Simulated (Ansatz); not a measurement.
Ansatz (a first-principles code) input:

Ansatz 0.2 input:
```yaml
crystal:
  periodic: [false, false, false]
  atoms:
    - {symbol: N, position_ang: [0.91672161, -1.71197454, -0.68348842]}
    - {symbol: B, position_ang: [-0.04285249, -0.81292502, -0.31206349]}
    - {symbol: N, position_ang: [-1.54763307, -1.24313539, -0.43850159]}
    - {symbol: Br, position_ang: [0.22085049, 0.93842640, 0.35576442]}
    - {symbol: H, position_ang: [1.89903823, -1.48242595, -0.62071026]}
    - {symbol: H, position_ang: [0.75442753, -2.64321023, -1.03801199]}
    - {symbol: H, position_ang: [-2.01141119, -1.18362424, 0.47312747]}
    - {symbol: H, position_ang: [-2.05125961, -0.59584474, -1.05256543]}
    - {symbol: H, position_ang: [-1.68991929, -2.18942415, -0.79934698]}
basis:
  gaussian:
    orbitals: STO-3G
total_charge: 1
magnetization: {spin_polarized: false}
correlation: {method: ccsd_t, electrons: outside_noble_gas}
```

Q: Predict the final energy.

A: -2679.59189 Eh (CCSD(T)/STO-3G). The basis has 38 functions.

It need not be the lowest isomer of its formula.
